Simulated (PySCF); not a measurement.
Species: Cl₂GeH₄Si.
Atom-mapped SMILES: `[SiH3:1][GeH:2]([Cl:3])[Cl:4]` (hydrogens: H5, H6, H7 on Si1; H8 on Ge2)

Computed by this run: PySCF 2.14.0, PBE0-D3(BJ)/def2-SVP geometry optimisation, gas phase; density fitting, grid level 1; the optimiser is geomeTRIC in internal coordinates, started from a GFN2-xTB structure with every atom displaced at random (about 0.01 Å).

At the end of the run (lengths in Å): Si1–H6 1.492, Ge2–Cl3 2.163, Ge2–H8 1.536, Si1–Ge2 2.379, Si1–H7 1.492, Ge2–Cl4 2.164, Si1–H5 1.490, Si1–Ge2–Cl3 107.2°, Si1–Ge2–H8 120.5°, Cl3–Ge2–H8 106.6°, Cl3–Ge2–Cl4 107.4°, H5–Si1–Ge2–Cl3 -55°.

Question: These geometries were met on the way; a selection of coordinates is given. Order them by energy above the end point, lowest first.
A. Si1–H6 1.492, Ge2–Cl3 2.161, Ge2–H8 1.536, Si1–Ge2 2.379, Si1–H7 1.492, Ge2–Cl4 2.162, Si1–H5 1.490, Si1–Ge2–Cl3 108.7°, Si1–Ge2–H8 118.6°, Cl3–Ge2–H8 106.7°, Cl3–Ge2–Cl4 107.0°, H5–Si1–Ge2–Cl3 -55°
B. Si1–H6 1.436, Ge2–Cl3 2.133, Ge2–H8 1.558, Si1–Ge2 2.366, Si1–H7 1.480, Ge2–Cl4 2.157, Si1–H5 1.484, Si1–Ge2–Cl3 112.8°, Si1–Ge2–H8 119.3°, Cl3–Ge2–H8 102.6°, Cl3–Ge2–Cl4 103.8°, H5–Si1–Ge2–Cl3 -61°
C. Si1–H6 1.497, Ge2–Cl3 2.181, Ge2–H8 1.528, Si1–Ge2 2.384, Si1–H7 1.492, Ge2–Cl4 2.163, Si1–H5 1.486, Si1–Ge2–Cl3 108.2°, Si1–Ge2–H8 116.4°, Cl3–Ge2–H8 108.0°, Cl3–Ge2–Cl4 108.7°, H5–Si1–Ge2–Cl3 -55°

Answer: A (0.002 eV), C (0.014 eV), B (0.121 eV).

```json
{"step": "3", "E above end (eV)": "0.002", "rms distance from the end, all atoms (Å)": "0.036", "largest force (eV/Å)": "0.027", "rms shift of all bonds from the end (Å)": "0.001"}
{"step": "1", "E above end (eV)": "0.014", "rms distance from the end, all atoms (Å)": "0.058", "largest force (eV/Å)": "0.423", "rms shift of all bonds from the end (Å)": "0.008"}
{"step": "0", "E above end (eV)": "0.121", "rms distance from the end, all atoms (Å)": "0.107", "largest force (eV/Å)": "1.140", "rms shift of all bonds from the end (Å)": "0.027"}
```

Rows stand in the order of the answer.
